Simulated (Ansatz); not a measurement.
`N#[C][SnH3]` + `CSS` → `CS[S][SnH3]` + `C#N` at 500 K and 1 bar (ligand exchange at the Sn–C bond).

Isolated molecules relaxed with PBE0-D4/def2-TZVP in Ansatz; ΔE leaves out vibrations. CCSD(T)/CBS is the MP2 limit (def2-TZVPP, def2-QZVPP) plus CCSD(T) − MP2 in def2-TZVPP, frozen cores. This one scheme is used for every species. def2 core potentials past Kr. For Sn outer-core shells are correlated without core-valence functions, which leaves a few kJ/mol of doubt a bond. Each species was taken in one conformer, which may not be the lowest.

```json
{"species": "`N#[C][SnH3]`", "CCSD(T)/CBS energy (Eh)": "-308.54194", "H − E (kJ/mol)": "106.1", "S (J/(mol·K))": "334.4"}
{"species": "`CSS`", "CCSD(T)/CBS energy (Eh)": "-836.00794", "H − E (kJ/mol)": "157.7", "S (J/(mol·K))": "335.9"}
{"species": "`CS[S][SnH3]`", "CCSD(T)/CBS energy (Eh)": "-1051.24276", "H − E (kJ/mol)": "209.2", "S (J/(mol·K))": "445.4"}
{"species": "`C#N`", "CCSD(T)/CBS energy (Eh)": "-93.32098", "H − E (kJ/mol)": "60.1", "S (J/(mol·K))": "220.8"}
```

H − E and S are ideal-gas, rigid-rotor, harmonic terms from PBE0-D4/def2-TZVP, for one conformer and one mirror image of each species. 1 Eh = 2625.50 kJ/mol, R = 8.31446 J/(mol·K).

**Question.** By hand: ΔE, ΔH, ΔS and ΔG.

**Answer.** ΔE = (-1051.24276) + (-93.32098) − (-308.54194) − (-836.00794) = -0.01386 Eh = -36.4 kJ/mol. Δ(H − E) = 209.2 + 60.1 − 106.1 − 157.7 = 5.5, so ΔH = -30.9 kJ/mol. ΔS = 445.4 + 220.8 − 334.4 − 335.9 = -4.1 J/(mol·K). ΔG = -30.9 − 500 × (-4.1)/1000 = -28.8 kJ/mol.

**Question.** By hand: the equilibrium constant, and the temperature at which ΔG would vanish if ΔH and ΔS stayed fixed.

**Answer.** log₁₀ K = −ΔG/(RT ln 10) = 3.0. ΔG = 0 at ΔH/ΔS = 7537 K, far beyond where these terms or the molecules hold.

The number of gas molecules stays the same, so ΔS is small and ΔH decides. A doubt of 5 kJ/mol in ΔE shifts log₁₀ K by 0.5 here. Other conformers and mirror images would add mixing entropy, several J/(mol·K) or more a flexible species. These are equilibria of isolated gas molecules and say nothing of rates. Largest T1 diagnostic: 0.014 (customary marks: 0.02 for closed shells, 0.045 for open ones).
